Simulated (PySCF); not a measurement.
## Core-level binding energies of `O=CN[SiH3]`

Species: CH₅NOSi.
Cartesian coordinates in Å at the PBE0-D3(BJ)/def2-SVP level; atoms count from 1:
```xyz
9
CH5NOSi angstrom
O      1.4161   -1.3208    0.4114
C      1.4806   -0.1424    0.1438
N      0.3800    0.6136   -0.1169
Si    -1.2183   -0.1603   -0.0645
H      2.4479    0.4121    0.0917
H      0.5192    1.5945   -0.3322
H     -1.5109   -0.6892    1.2949
H     -2.1661    0.9437   -0.3951
H     -1.3213   -1.2392   -1.0834
```

Level of theory: delta-SCF UKS SCAN, pcX-2 on the ionised atom, pcseg-1 elsewhere, spin-free X2C (PySCF). Each binding energy is the total energy of the core-ionised species, with the hole localised on one atom, minus that of the ground state; both are solved self-consistently, so orbital relaxation is included.

Q: List the computed XPS lines with their assignment.

A: 
```tsv
atom(s)	bonded to	level	binding energy (eV)	2p1/2 (eV)	count
Si4	N and 3 H	Si 2p3/2	107.56	108.19	1
C2	O (double bond), N and H	C 1s	294.09	–	1
N3	C, H and Si	N 1s	405.73	–	1
O1	C (double bond)	O 1s	537.47	–	1
Si4	N and 3 H	Si 1s	1847.41	–	1
```

Q: What is the longest wavelength that can ionise C 1s of C2 vertically?

A: λ = hc/E = 12398.42 eV Å / 294.09 eV = 42.159 Å.

Q: Which effective nuclear charge Zeff reproduces each element's mean 1s value in the hydrogen-like formula E = 13.606 eV × Zeff²?

A: C (Z = 6): mean 294.1 eV, Zeff = 4.65, Z − Zeff = 1.35; N (Z = 7): mean 405.7 eV, Zeff = 5.46, Z − Zeff = 1.54; O (Z = 8): mean 537.5 eV, Zeff = 6.29, Z − Zeff = 1.71; Si (Z = 14): mean 1847.4 eV, Zeff = 11.65, Z − Zeff = 2.35. Means run over the listed sites, weighted by atom count.

The 2p values add to the ΔSCF energy of one spin-free hole a correction within the shell (spin–orbit coupling, ligand field). 2p1/2 minus 2p3/2 (ligand field included): Si 0.62 eV. One conformer (not necessarily the lowest) at the PBE0-D3(BJ)/def2-SVP geometry, without solvent, vibrations or thermal averaging.

On one thread of an Intel Xeon Platinum 8488C, shared host with 96 logical CPUs at a one-minute load of 25, this took 33 s wall, 24 s CPU and 0.53 GiB of memory at its peak.
